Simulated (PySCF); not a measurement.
Job file and geometry (Å, from GFN2-xTB) of an NMR shielding run on SMILES CC(C)[SiH2][SiH2]CC(F)(F)F, C5H13F3Si2, PySCF 2.14.0, density-fitted response routines, GIAO PBE0/pcSseg-1 NMR shielding, non-relativistic, gas phase; density fitting, a coarse starting grid and PySCF grid level 2 are the driver's defaults:

```
$ OMP_NUM_THREADS=1 python probes_run.py task.json out

{"job": {"kind": "nmr", "xc": "PBE0", "basis": "pcSseg-1"}, "charge": 0, "multiplicity": 1}
C     -2.178766    -0.202989     0.606355
C     -1.336388     0.786633    -0.195499
C     -2.241332     1.767601    -0.935004
Si    -0.159851    -0.122685    -1.407528
Si     1.109221    -1.712070    -0.289609
C      1.956096    -1.004063     1.288719
C      2.804935     0.173711     0.948368
F      3.540522     0.625342     1.983698
F      3.681590    -0.078685    -0.040998
F      2.078851     1.231845     0.531604
H     -2.823783     0.321568     1.310759
H     -2.812618    -0.788904    -0.056492
H     -1.550074    -0.891089     1.169704
H     -0.731239     1.365419     0.511084
H     -1.652512     2.497216    -1.485199
H     -2.879582     1.241418    -1.641693
H     -2.881015     2.304334    -0.235360
H      0.638830     0.886059    -2.113710
H     -0.985387    -0.801356    -2.420647
H      0.372639    -2.858439     0.265501
H      2.211769    -2.286178    -1.067219
H      1.232151    -0.679510     2.034501
H      2.601189    -1.748194     1.752797
```

Q: Write the output of this run.

A: 
```
coarse grid: 20000 points
cycle   1  E = -1075.8236338480  dE =  9.548e-01  |g| = 9.334e-01  |ddm| = 4.076e+00
cycle   2  E = -1075.6952150060  dE =  1.284e-01  |g| = 1.324e+00  |ddm| = 1.215e+00
cycle   3  E = -1075.9827078472  dE = -2.875e-01  |g| = 7.631e-02  |ddm| = 7.184e-01
cycle   4  E = -1075.9835896058  dE = -8.818e-04  |g| = 4.061e-02  |ddm| = 7.966e-02
cycle   5  E = -1075.9839564598  dE = -3.669e-04  |g| = 5.568e-03  |ddm| = 3.451e-02
cycle   6  E = -1075.9839640759  dE = -7.616e-06  |g| = 1.795e-03  |ddm| = 8.475e-03
final grid: 184544 points
cycle   7  E = -1076.0610801876  dE = -5.450e-05  |g| = 1.102e-02  |ddm| = 2.969e-02
cycle   8  E = -1076.0610575961  dE =  2.259e-05  |g| = 1.507e-02  |ddm| = 2.073e-02
cycle   9  E = -1076.0611086728  dE = -5.108e-05  |g| = 7.639e-04  |ddm| = 1.181e-02
cycle  10  E = -1076.0611087660  dE = -9.313e-08  |g| = 2.780e-04  |ddm| = 6.870e-04
cycle  11  E = -1076.0611087799  dE = -1.396e-08  |g| = 5.815e-05  |ddm| = 2.029e-04
cycle  12  E = -1076.0611087806  dE = -6.771e-10  |g| = 2.046e-05  |ddm| = 7.008e-05
converged SCF energy = -1076.0611087806

GIAO shielding tensors (ppm)
atom      isotropic    diamagn.    paramagn.     s11        s22        s33       span
  0 C      163.859     250.227     -86.368    149.032    157.653    184.892     35.860
  1 C      171.683     251.619     -79.936    165.825    171.983    177.243     11.418
  2 C      163.174     245.927     -82.753    148.080    153.995    187.447     39.367
  3 Si     409.511     882.563    -473.052    369.983    383.325    475.225    105.242
  4 Si     430.735     881.637    -450.902    396.931    431.224    464.049     67.118
  5 C      167.124     257.316     -90.192    150.180    157.164    194.029     43.849
  6 C       49.127     243.008    -193.881     39.471     48.395     59.517     20.046
  7 F      237.339     468.889    -231.551    144.660    228.986    338.370    193.710
  8 F      245.614     473.967    -228.353    152.737    252.616    331.490    178.753
  9 F      247.135     481.472    -234.338    158.706    247.288    335.409    176.702
 10 H       30.372      31.159      -0.787     26.213     27.317     37.585     11.372
 11 H       30.821      31.741      -0.920     27.496     28.569     36.397      8.900
 12 H       30.548      33.295      -2.747     24.728     30.986     35.930     11.202
 13 H       30.388      35.485      -5.096     26.059     29.111     35.994      9.935
 14 H       30.272      29.671       0.601     25.213     28.535     37.067     11.854
 15 H       30.807      29.557       1.250     26.882     28.911     36.626      9.744
 16 H       30.342      29.062       1.279     25.778     27.516     37.731     11.953
 17 H       27.662      31.326      -3.664     24.312     26.313     32.362      8.050
 18 H       28.111      31.230      -3.120     24.561     26.634     33.137      8.576
 19 H       27.759      30.455      -2.696     24.374     25.747     33.156      8.781
 20 H       27.681      29.778      -2.097     23.401     26.130     33.512     10.111
 21 H       30.102      34.055      -3.953     26.652     28.932     34.721      8.070
 22 H       29.797      28.135       1.662     24.945     28.306     36.140     11.195
```

Q: Turn these shieldings into chemical shifts. Scale: 13C (σref 186.93) and 29Si (σref 349.16) and 1H (σref 31.72) vs TMS; CFCl3 for 19F (σref 170.95) (reference shieldings calculated alike).

A: Averaging equivalent atoms: C 6: 137.8; C 0/2: 23.4; C 5: 19.8; C 1: 15.2; Si 3: -60.4; Si 4: -81.6; F 7/8/9: -72.4; H 19/20: 4.00; H 17/18: 3.83; H 21/22: 1.77; H 13: 1.33; H 10/11/12/14/15/16: 1.19 ppm. Unscaled 19F shifts against computed CFCl3 carry errors that often reach 10 to 50 ppm.

Size and cost of the density-fitted run: 249 basis functions, 120 s wall time on 1 thread of an Arm Neoverse N1, shared host; peak memory 1.2 GiB.
